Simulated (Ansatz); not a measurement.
Molecule: sum formula BNH₂ (charge +1, doublet). 
Geometry from a B3LYP-D3(BJ)/def2-TZVP (Ansatz, a first-principles code) optimisation:
```xyz
4

B      0.0000     0.0000    -0.7348
N      0.0000     0.0000     0.5701
H      0.0000     0.0000    -1.9032
H      0.0000     0.0000     1.5866
```
Charge +1, spin multiplicity 2.

Basis-set convergence of Hartree-Fock and MP2 correlation energies (hartree) with Ansatz. Valence correlation only, unless marked. Open shells are spin-unrestricted. Spin-orbit coupling is left out. No relativistic terms.

```
basis        functions      E(HF)  E(corr, MP2)
-----------  ---------  ---------  ------------
def2-SVPD           56  -79.89140      -0.19551
def2-TZVPPD        108  -79.98209      -0.23329
def2-QZVPPD        192  -79.98577      -0.25041
```

Extrapolating the two largest sets (X = 3 and 4) as X^-3: E(corr) = (64·(-0.25041) - 27·(-0.23329))/37 = -0.2629 Eh, an estimate of the basis-set limit. The largest set recovers 95.2 % of it, the smallest 74.4 %.
